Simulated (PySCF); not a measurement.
MoFH5, SMILES [F][MoH5], multiplicity 1.

Geometry: B3LYP-D3(BJ)/def2-TZVP. The geometry has at least one imaginary mode, so it is a saddle point at that level. The spin state was assumed, not searched. The def2 effective core potentials stand for the cores of Mo; spin–orbit coupling is left out.

Two levels are set side by side: TDA-PBE/def2-TZVPD (PySCF) and TDA-M06-2X/def2-TZVPD (PySCF). Vertical, same geometry. The lowest singlet is HOMO→LUMO 99 % with PBE and HOMO→LUMO 98 % with the other functional; states are paired by order. Differences are taken from unrounded values.

```json
[
 {"quantity": "lowest singlet excitation (eV)", "TDA-M06-2X": "1.46", "TDA-PBE": "1.03", "TDA-PBE minus TDA-M06-2X": "-0.43"},
 {"quantity": "lowest triplet excitation (TDA) (eV)", "TDA-M06-2X": "0.39", "TDA-PBE": "0.20", "TDA-PBE minus TDA-M06-2X": "-0.19"}
]
```

Functionals without exact exchange tend to place singlet excitations lower, as here. Differences between two approximate levels are no errors against the true value.

Rough cost on one machine, each run with all the roots and properties that it gave: TDA-M06-2X against TDA-PBE about 6 times.
